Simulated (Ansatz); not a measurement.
A structure relaxed at B3LYP-D4/def2-SVP in Ansatz, charge 0, singlet:

Cartesian coordinates in Å:
```
Be -0.796 -0.809 -0.572
O -1.052 0.783 -0.769
Be 0.568 0.726 -0.875
O 0.779 -0.882 -0.962
Be 0.879 -0.654 0.643
O -0.679 -0.868 1.047
Be -0.651 0.738 0.804
O 0.952 0.968 0.684
```

Give its formula, name or SMILES and point group.

(BeO)4 cube (Be₄O₄). Point group Td (tolerance 0.1 Å).

Summarise the bond lengths by kind (pairs closer than 1.2 times the sum of covalent radii, bridged metal pairs left out).

12 × Be–O 1.62 Å.
